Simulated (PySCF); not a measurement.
## Correlation energy of As+ (arsenic, charge +1)

[Ar] 3d10 4s2 4p1 5s1, high-spin 3P determinant (an excited configuration). Computed with PySCF 2.14 in aug-cc-pVQZ-PP with one added diffuse shell each of s, p, d, f, g type with ECP10MDF (8s7p6d4f3g, 114 functions), with a scalar-relativistic core potential. Frozen: 3s2 3p6 3d10; 4 electrons correlated.

MP2 pair energies summed by pair of shells (mhartree):

| pair | energy | share (%) |
| --- | --- | --- |
| 4s-4s | -23.38 | 43.8 |
| 4s-4p | -19.08 | 35.8 |
| 4s-5s | -7.91 | 14.8 |
| 4p-5s | -2.99 | 5.6 |

Total MP2 correlation energy: -53.36 mhartree.

Same-spin part -7.94 and opposite-spin part -45.41 mhartree; SCS-MP2 scales them by 1/3 and 6/5 to -57.14 mhartree.
